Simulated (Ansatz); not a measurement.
Program: Ansatz. Geometries: PBE0-D4/def2-TZVP. ΔE: electronic, gas phase. CCSD(T)/CBS is the MP2 limit (def2-TZVPP, def2-QZVPP) plus CCSD(T) − MP2 in def2-TZVPP, frozen cores. This one scheme is used for every species. Functionals use def2-TZVPP. Each species was taken in one conformer, which may not be the lowest.

`N[SiH2]N[SiH2]N` + H₂S → `N[SiH2]S` + `N[SiH2]N`  (ligand exchange at the Si–N bond)

```csv
level,ΔE (kJ/mol),difference from CCSD(T)/CBS
revPBE-D4,0.8,-8.5
B97M-V,6.2,-3.1
PBE0-D4,2.0,-7.3
r2SCANh-D4,4.4,-4.9
BHLYP-D4,12.0,2.7
PBE-QIDH,5.1,-4.2
revPBE,-6.2,-15.5
BHLYP,8.3,-1.0
RPA@PBE/def2-TZVPP,16.6,7.3
CCSD/CBS(def2),9.7,0.4
CCSD(T)/CBS,9.3,0
```

Largest T1 diagnostic among the species: 0.010.

At CCSD(T), def2-SVP lies +8.4 kJ/mol from the extrapolated value and def2-TZVPP +3.7 kJ/mol. From BLYP to BHLYP (50 % exact exchange), in def2-TZVPP and without D4, ΔE moves by +6.2 kJ/mol.

CCSD(T)/CBS has its own doubt, a few kJ/mol and more with outer-core shells, so smaller differences from it don't rank the levels.
